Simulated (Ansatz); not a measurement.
Calculated with Ansatz (gas phase, PBE0-D4/def2-TZVP geometries, no zero-point term in ΔE). CCSD(T)/CBS is the MP2 limit (def2-TZVPP, def2-QZVPP) plus CCSD(T) − MP2 in def2-TZVPP, frozen cores. This one scheme is used for every species. DFT in def2-TZVPP. For Se outer-core shells are correlated without core-valence functions, which leaves a few kJ/mol of doubt a bond. Scalar relativity is left out up to krypton. Each species was taken in one conformer, which may not be the lowest.

Reaction (formal hydrolysis of the Si–Se bond): `[SeH][SiH]1[CH2][AlH]1` + H₂O → `O[SiH]1[CH2][AlH]1` + H₂Se

Is it downhill or uphill in electronic energy at CCSD(T)/CBS, and by how much? (Best estimate.)

Ansatz gave: Downhill: ΔE = -7.4 kJ/mol.

What do these levels give: r2SCAN-D4, ωB97M-V, B2PLYP, PBE, MP2/def2-TZVPP, SCS-MP2/def2-QZVPP? (An estimate is asked.)

The calculation gave: r2SCAN-D4 -12.2, ωB97M-V -16.2, B2PLYP -17.2, PBE -6.3, MP2/def2-TZVPP -7.1, SCS-MP2/def2-QZVPP -11.5 kJ/mol.

Largest T1 diagnostic among the species: 0.013.

The D4 term adds +5.9 kJ/mol with B3LYP and +3.3 kJ/mol with PBE0; it sums over pairs of atoms, weighted by their polarisabilities, and B3LYP, whose exchange is more repulsive, gets the larger term. In def2-TZVPP, CCSD(T) changes the Hartree–Fock value by +15.5 kJ/mol (the triples alone add +3.2 kJ/mol) and MP2 by +21.2 kJ/mol.

B3LYP here is the variant with VWN-RPA as its local correlation; programs differ in this.
